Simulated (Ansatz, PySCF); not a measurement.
This PySCF input computes a SVWN5/def2-TZVPD energy:

```python
from pyscf import gto, scf, dft

mol = gto.M(
    atom='''
    F    -0.09768840    1.54178301   -0.47024977
    C    -0.05232106    0.63237285    0.54410165
    Cl    1.58947801   -0.41334469    0.05430423
    Cl   -1.51929437   -0.62608379    0.00261565
    ''',
    basis='def2-tzvpd',
    charge=-1,
    spin=0,
    verbose=4,
)

mf = dft.RKS(mol, xc='svwn').density_fit(auxbasis='def2-universal-jkfit')
mf.grids.level = 3
mf.conv_tol = 1e-9
mf.max_cycle = 100
mf.max_memory = 1500
mf.kernel()
if not mf.converged:
    mf = mf.newton()
    mf.kernel(mf.make_rdm1())
mf.analyze()
```

Q: Write an input for the same energy in Ansatz (a quantum-chemistry and plane-wave program) and say what it gives.

A: 
Ansatz 0.2 input:
```yaml
crystal:
  periodic: [false, false, false]
  atoms:
    - {symbol: F, position_ang: [-0.09768840, 1.54178301, -0.47024977]}
    - {symbol: C, position_ang: [-0.05232106, 0.63237285, 0.54410165]}
    - {symbol: Cl, position_ang: [1.58947801, -0.41334469, 0.05430423]}
    - {symbol: Cl, position_ang: [-1.51929437, -0.62608379, 0.00261565]}
basis:
  gaussian:
    orbitals: def2-TZVPD
hamiltonian:
  xc: {name: SVWN5}
total_charge: -1
output: {forces: true}
```
It gives -1054.51284 Eh, and PySCF -1054.51288 Eh, a difference of 0.04 mEh, from the treatment of integrals and grids.

It need not be the lowest isomer of its formula. Whether it binds its extra electron was not tested at this geometry.
